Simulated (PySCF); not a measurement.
BeO, SMILES [Be]=[O].

Geometry optimised at B3LYP-D3(BJ)/def2-TZVPD.

Two levels are set side by side: TDA-PBE/def2-TZVPD (PySCF) and TDA-M06-2X/def2-TZVPD (PySCF). Vertical, same geometry. The lowest singlet is HOMO−1→LUMO 100 % with PBE and HOMO→LUMO 98 % with the other functional; states are paired by order. Differences are taken from unrounded values.

```tsv
quantity	TDA-M06-2X	TDA-PBE	TDA-PBE minus TDA-M06-2X
lowest singlet excitation (eV)	1.75	1.44	-0.31
lowest triplet excitation (TDA) (eV)	1.50	1.02	-0.48
```

A lower first singlet is the usual sign of a functional without exact exchange. Differences between two approximate levels are no errors against the true value.

Rough cost on one machine, each run with all the roots and properties that it gave: TDA-M06-2X against TDA-PBE about 8 times.
